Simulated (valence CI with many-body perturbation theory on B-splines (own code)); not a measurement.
## Questions on O3+

Computed by configuration interaction combined with many-body perturbation theory (CI+MBPT): three valence electrons over a frozen Dirac-Fock core [He], radial functions for each j: 11 s, 11 p, 9 d, 7 f, 5 g, 2 h, 1 i, with the one-electron correlation potential Σ1, the two-electron term Σ2, the three-electron term Σ3, Breit, model QED; selected CI, second order for the rest, scaled by the run's own slope (own B-spline code, finite nucleus).

Set against measurement, 43 paired levels are off by 73 cm⁻¹ on average, the worst by 162. These come from a selection out of Moore, Selected Tables of Atomic Spectra, NSRDS-NBS 3, section 10. Levels without a partner in it may be off by more.

Rates and lifetimes use the calculated energies. Strong lines usually hold to 10 to 20 %, long lifetimes can be off by a factor of two.

Q: What is the ground level?

A: 2s2 2p 2P°_1/2, composition 95 % 2s2 2p 2P° + 4 % 2p3 2P°, g = 0.666.

Q: What are the static dipole polarisabilities of the lowest levels?

A: 2s2 2p 2P°_1/2 1.26; 2s2 2p 2P°_3/2 1.26 (tensor 0.063) bohr³, of which the core gives 0.00264.

Q: How is the term 2P° of the ground level split?

A: J = 1/2 at 0, J = 3/2 at 386 cm⁻¹.

Q: Where does the other parity begin?

A: At 2s 2p2 4P_1/2, 71375 cm⁻¹.

Q: Among levels below 534858 cm⁻¹, which E1 lines absorb most strongly from the ground level?

A: to 2s2 3d 2D_3/2 at 23.84 nm, f = 0.501; to 2s 2p2 2P_1/2 at 55.36 nm, f = 0.220; to 2s 2p 3p 2D_3/2 at 20.72 nm, f = 0.124.
